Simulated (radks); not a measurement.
The numbers below are computed, except where a source is named.
Coulomb parameter of the 4f shell of neutral dysprosium in the model configuration [Xe] 4f8 5d2 6s2, as a second difference U = [E(n + 0.25) + E(n - 0.25) - 2 E(n)] / (0.25)^2 with all orbitals relaxed. "Bare": the charge of the atom changes with n. "Screened": the 5d shell takes up the change at fixed total charge, which measures U(4f,4f) + U(5d,5d) - 2 U(4f,5d). Level of theory: scalar-relativistic Kohn-Sham, SCAN, spin-unpolarised, spherical densities, finite nucleus; meta-GGA in the generalised Kohn-Sham scheme; Fermi nuclear charge, rms radius 5.2218 fm (a radial shooting solver on a logarithmic mesh with Libxc functionals).

case,configuration,E - E(n) (eV)
start,[Xe] 4f8 5d2 6s2,0.000
bare +0.25,[Xe] 4f8.25 5d2 6s2,-3.549
bare -0.25,[Xe] 4f7.75 5d2 6s2,4.497
screened +0.25,[Xe] 4f8.25 5d1.75 6s2,-2.989
screened -0.25,[Xe] 4f7.75 5d2.25 6s2,3.366

U(bare) = 15.177 eV, U(screened by 5d) = 6.021 eV, against the Slater integral F0(4f,4f) = 32.648 eV with frozen orbitals. The step up makes a negative ion, whose loosely bound charge lowers the bare value.
